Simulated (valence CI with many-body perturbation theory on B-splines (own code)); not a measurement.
# Level structure of Eu⁴²⁺

Calculated by valence CI with perturbative core correlation (CI+MBPT): three valence electrons over a frozen Dirac-Fock core [Ar], radial functions for each j: 7 s, 7 p, 8 d, 6 f, 4 g, 1 h, with the one-electron correlation potential Σ1, the two-electron term Σ2, the three-electron term Σ3, Breit, model QED; selected CI, second order for the rest, scaled by the run's own slope (own B-spline code, finite nucleus).

The last digits are not significant, and no measured levels were compared; by estimate large intervals hold to a few tenths of a per cent, small ones and those within an open d or f shell to about a per cent. Only levels of the ground parity were solved; by the run's estimate the other parity begins above the list, which can be wrong where configurations are misplaced.

Levels 1 to 19 of 19, with energies above the lowest level, (3d3/2^3) J=3/2. "Leading %" is the weight of the configuration and term that name the level; weights of strongly mixed levels are sums over their largest components and can fall short, so below about 35 % the name and the second component can differ from the true leading terms, or belong to a minority configuration. In the jj column 3d3/2^4 stands for four electrons in 3d with j = 3/2. Lifetimes count E1, E2, E3, M1 and M2 decay at the calculated energies, and are blank where another channel may lead or the interval is too uncertain; long ones can be off by a factor of two.

| No. | Configuration | Term | J | E (eV) | Leading % | Lifetime | Second component | Leading jj |
| --- | --- | --- | --- | --- | --- | --- | --- | --- |
| 1 | 3d3 | 4F | 3/2 | 0.00 | 52 |  | 35 % 3d3 2D | 3d3/2^3 (96 %) |
| 2 | 3d3 | 4F | 5/2 | 27.52 | 85 | 3.47 μs | 13 % 3d3 2D | 3d3/2^2 3d5/2 (98 %) |
| 3 | 3d3 | 4P | 3/2 | 33.20 | 39 | 4.01 μs | 30 % 3d3 2P | 3d3/2^2 3d5/2 (97 %) |
| 4 | 3d3 | 2G | 7/2 | 35.25 | 45 | 251 μs | 42 % 3d3 4F | 3d3/2^2 3d5/2 (93 %) |
| 5 | 3d3 | 2G | 9/2 | 36.11 | 43 | 363 ms | 41 % 3d3 2H | 3d3/2^2 3d5/2 (98 %) |
| 6 | 3d3 | 4P | 1/2 | 37.27 | 60 | 10.8 μs | 40 % 3d3 2P | 3d3/2^2 3d5/2 (100 %) |
| 7 | 3d3 | 4P | 5/2 | 53.92 | 50 | 15.7 μs | 31 % 3d3 2D | 3d3/2^2 3d5/2 (85 %) |
| 8 | 3d3 | 4F | 7/2 | 62.73 | 57 | 1.72 μs | 41 % 3d3 2G | 3d3/2 3d5/2^2 (96 %) |
| 9 | 3d3 | 4F | 9/2 | 65.93 | 53 | 2.98 μs | 43 % 3d3 2H | 3d3/2 3d5/2^2 (94 %) |
| 10 | 3d3 | 4P | 3/2 | 70.14 | 41 | 1.30 μs | 40 % 3d3 2D | 3d3/2 3d5/2^2 (99 %) |
| 11 | 3d3 | 2P | 1/2 | 72.42 | 60 | 2.14 μs | 40 % 3d3 4P | 3d3/2 3d5/2^2 (100 %) |
| 12 | 3d3 | 2H | 11/2 | 74.07 | 100 | 6.94 μs |  | 3d3/2 3d5/2^2 (100 %) |
| 13 | 3d3 | 2D | 5/2 | 75.29 | 55 | 2.86 μs | 21 % 3d3 4P | 3d3/2 3d5/2^2 (84 %) |
| 14 | 3d3 | 2F | 5/2 | 80.15 | 44 | 4.03 μs | 37 % 3d3 2D | 3d3/2 3d5/2^2 (96 %) |
| 15 | 3d3 | 2F | 7/2 | 81.90 | 84 | 4.99 μs | 14 % 3d3 2G | 3d3/2 3d5/2^2 (97 %) |
| 16 | 3d3 | 2D | 3/2 | 95.35 | 60 | 2.04 μs | 31 % 3d3 2P | 3d3/2 3d5/2^2 (80 %) |
| 17 | 3d3 | 2G | 9/2 | 100.60 | 53 | 1.37 μs | 31 % 3d3 4F | 3d5/2^3 (97 %) |
| 18 | 3d3 | 2D | 3/2 | 113.40 | 63 | 1.31 μs | 27 % 3d3 2P | 3d5/2^3 (80 %) |
| 19 | 3d3 | 2D | 5/2 | 121.01 | 63 | 925 ns | 23 % 3d3 2F | 3d5/2^3 (92 %) |

The ionisation energy to 3d2 3F_2 of the next ion comes out as 3279.6 eV (NIST: 3279 ± 4 eV (theoretical)). All 19 levels together are meant to be complete up to 125.85 eV.
